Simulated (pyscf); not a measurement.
**H₂N–Ta(OH)(Cl)(Cl)–Cl, singlet**

Gas-phase minimum from PySCF at ωB97X-D3(BJ)/def2-SVP, one conformer. 

```xyz
9

N     -1.6750    -0.2347    -0.9056
Ta    -0.4516     1.1974    -1.4003
O     -0.5896     1.8702     0.3333
Cl     1.8241     0.8253    -1.1708
Cl    -1.3405     3.1338    -2.3119
Cl    -0.4104     0.2065    -3.5298
H     -1.9780    -0.9632    -1.5457
H     -2.0774    -0.3309     0.0226
H     -0.6344     2.2658     1.2053
```
Charge 0, spin multiplicity 1.

Bonded distances (Å): N1–Ta2 1.947, N1–H7 1.016, N1–H8 1.016, Ta2–O3 1.865, Ta2–Cl4 2.317, Ta2–Cl5 2.318, Ta2–Cl6 2.349, O3–H9 0.959. Bond angles (°): Ta2–N1–H7 123.7, Ta2–N1–H8 123.4, H7–N1–H8 112.9, N1–Ta2–O3 89.0, N1–Ta2–Cl4 118.3, N1–Ta2–Cl5 118.3, N1–Ta2–Cl6 86.1, O3–Ta2–Cl4 92.2, O3–Ta2–Cl5 92.1, O3–Ta2–Cl6 175.1, Cl4–Ta2–Cl5 123.4, Cl4–Ta2–Cl6 90.3, Cl5–Ta2–Cl6 90.1, Ta2–O3–H9 176.4.

Properties at ωB97X-D3(BJ)/def2-SVP:

| Item | Value |
|---|---|
| Harmonic wavenumbers, unscaled | 60, 75, 142, 156, 166, 177, 282, 358, 365, 394, 408, 429, 484, 535, 684, 720, 768, 1502, 3600, 3713, 3999 cm⁻¹ |
| Zero-point energy | 27.2 kcal/mol |
| Rotational symmetry number | 1 |
| Entropy of this conformer at 298 K and 1 atm, rigid rotor and harmonic oscillator, modes under 100 cm⁻¹ raised to 100 | 413.5 J/(mol K) |
| Dipole moment | 5.12 D |

Single-point totals, which compare only within one level:

| level | total energy (hartree) |
|---|---|
| ωB97X-D3(BJ)/def2-TZVP | -1569.88753 |
| PBE/def2-TZVP | -1569.12629 |
| r²SCAN/def2-TZVP | -1569.68219 |
| B3LYP-D3(BJ)/def2-TZVP | -1569.88142 |
| PBE0-D3(BJ)/def2-TZVP | -1569.19697 |
| M06-2X/def2-TZVP | -1569.59075 |
| ωB97M-D3(BJ)/def2-TZVP | -1569.93305 |

Soft torsions are taken as harmonic, which can shift the entropy by several J/(mol K). Elements past Kr carry the def2 core potentials, without spin-orbit coupling.
